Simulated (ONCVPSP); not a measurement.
## What the settings do to the ONCV potential of germanium

Base potential:

| Item | Value |
| --- | --- |
| Element | germanium |
| Generator | ONCVPSP 4.0.1 |
| Type | optimised norm-conserving Vanderbilt (ONCV) |
| Functional | PBE |
| Relativity | scalar-relativistic |
| Frozen core | [Ar] 3d10 |
| Valence charge | 4 |
| Reference configuration | 4s1.5 4p2.5 |
| Partial waves | 4s: rc 1.75 bohr, ncon 3, nbas 6, qcut 4.5 1/bohr, local; 4p: rc 2.20 bohr, ncon 3, nbas 7, qcut 3.8 1/bohr, 3 projectors, debl 3 Ha |
| Local potential | the s channel |
| Core correction | polynomial model core, fcfact 0.45 |

Cutoffs, loose and tight: the cutoffs (Ha) at which the residual kinetic energy of the hardest occupied pseudo-wave falls to 1 and 0.1 mHa per electron. They do not see the model core or the augmentation charge, which bear on the density cutoff. Test errors are all-electron minus pseudo excitation energies from the reference, over the configurations 4s2 4p2; 4s2 4p1; 4s2 4p0; 4s2 4p1.5. A dash means not determined; rows that change the core or the reference have their own tests.

```csv
change,outcome,"cutoff, loose","cutoff, tight",bound ghosts,GHOST(+) flags above zero,largest test error (meV)
base,generated,8.4 Ha,12 Ha,none,none,-35
s: qcut 2.7,generated,26 Ha,45 Ha,none,none,-29
s: qcut 3.5,generated,14 Ha,31 Ha,none,none,-32
s: qcut 3.8,generated,8.0 Ha,28 Ha,none,none,-33
s: qcut 4.3,generated,8.1 Ha,17 Ha,none,none,-35
s: qcut 4.9,generated,8.9 Ha,11 Ha,none,none,-36
s: qcut 5.5,"failed: ERROR pspot: first pseudo wave function has node, program will stop",–,–,–,–,–
s: qcut 6,"failed: ERROR pspot: first pseudo wave function has node, program will stop",–,–,–,–,–
s: qcut 6.7,"failed: ERROR pspot: first pseudo wave function has node, program will stop",–,–,–,–,–
```

Reading the sweep of the qcut of the s channel (base included, trends over the rows without a ghost): The loose cutoff is not monotonic: lowest 8.0 Ha at 3.8 1/bohr, highest 26 Ha at 2.7 1/bohr. The median size of the test errors (rows with all tests solved) falls from 3.3 meV at 2.7 to 0.8 meV at 4.9 1/bohr. The generation fails at 5.5, 6, 6.7 1/bohr.
